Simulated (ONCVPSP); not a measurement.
# beryllium, ONCV: configuration errors across variants

| Item | Value |
| --- | --- |
| Element | Be (Z = 4) |
| Generator | ONCVPSP 4.0.1 |
| Type | optimised norm-conserving Vanderbilt (ONCV) |
| Functional | PBE |
| Relativity | non-relativistic |
| Frozen core | none |
| Valence charge | 4 |
| Reference configuration | 1s2 2s1 (charge +1) |
| Partial waves | 1s+2s: rc 0.80 bohr, ncon 5, nbas 10, qcut 15.5 1/bohr, 2 projectors; p scattering state at 0.15 Ha: rc 0.80 bohr, ncon 4, nbas 8, qcut 9.4 1/bohr, 2 projectors, debl 1 Ha; d scattering state at 0.43 Ha: rc 0.65 bohr, ncon 4, nbas 8, qcut 13.8 1/bohr, 2 projectors, debl 3.3 Ha |
| Local potential | polynomial inside 0.45 bohr (lpopt 5, dvloc0 -1 Ha) |
| Core correction | none |

All-electron excitation energies from the reference (eV): (1) 1s2 2s2 -9.549; (2) 1s2 2s0 17.945; (3) 1s2 2s1.5 -5.789; (4) 1s2 2s0 2p1 3.907.

Errors AE − PS in meV (a dash: test not solved or not reliable):

| change | (1) | (2) | (3) | (4) | bound ghosts | GHOST(+) flags above zero |
| --- | --- | --- | --- | --- | --- | --- |
| base | +0.4 | +1.3 | +0.1 | +1.5 | none | p |
| p: nbas 9 | +0.4 | +1.3 | +0.1 | +1.5 | none | none |
| s: qcut 15.4; p: qcut 9.3; d: qcut 13.7 | +0.4 | +1.3 | +0.1 | +1.5 | none | p |

**Question.** Give the same row for: local potential polynomial inside 0.55 bohr (lpopt 5, dvloc0 6 Ha).

**Answer.** +0.4, +1.3, +0.1, +1.5; bound ghosts: none; GHOST(+) flags above zero: p.
